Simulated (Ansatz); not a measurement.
A run on F$_{2}$S$_{2}$W, SMILES `[F][W]([F])(=[S])=[S]` with other settings.

```yaml
crystal:
  periodic: [false, false, false]
  atoms:
    - {symbol: F, position_ang: [-0.573774, -0.380919, 1.755249]}
    - {symbol: W, position_ang: [0.053658, -0.066770, 0.052383]}
    - {symbol: F, position_ang: [1.651575, -0.911510, -0.301441]}
    - {symbol: S, position_ang: [-1.390116, -0.727415, -1.339409]}
    - {symbol: S, position_ang: [0.308657, 2.012915, -0.208181]}
basis:
  gaussian: {orbitals: def2-TZVP}
hamiltonian: {xc: {name: r2SCANh}, dispersion: d3bj}
accuracy: high
```

```sh
$ ansatz run in.yaml --threads 4 --pin off --events-out ev --progress --plain --max-ram 10444MiB
```

Shortened log:

```
Warning: the engine holds no damping parameters fitted to this dispersion correction and functional, so the run takes those fitted to r2scanh beside the three-body term, which d3bj leaves out (hamiltonian.dispersion, under Limitations)
Functional definition: r2SCANh
2889 factors; integrals over basis functions are off by at most 5.0e-9 eV
mean field evaluation 1: about -28930.8567 eV, gradient 5.5e1 eV
mean field evaluation 2: about -28889.4669 eV, gradient 1.6e2 eV
mean field evaluation 4: about -28934.9538 eV, gradient 1.7e1 eV
mean field evaluation 8: about -28935.7431 eV, gradient 8.7e-1 eV
mean field evaluation 16: about -28935.7448 eV, gradient 2.2e-4 eV
mean field -28935.74477036 eV, -1063.3690069586 hartree, gradient 2.2e-8 eV, S^2 0.000000; 0 other end points of the search recorded, 0 dependent functions left out
reference -28935.74477115 eV, -1063.3690069876 hartree; 32, 32 occupied and 144, 144 virtual orbitals, 2889 factors
Total energy: -28935.79479481 eV, -1063.3708453233 hartree
```

Run time 14 s (4 threads of an Arm Neoverse V1 on a shared host); peak host memory 0.95 GiB.
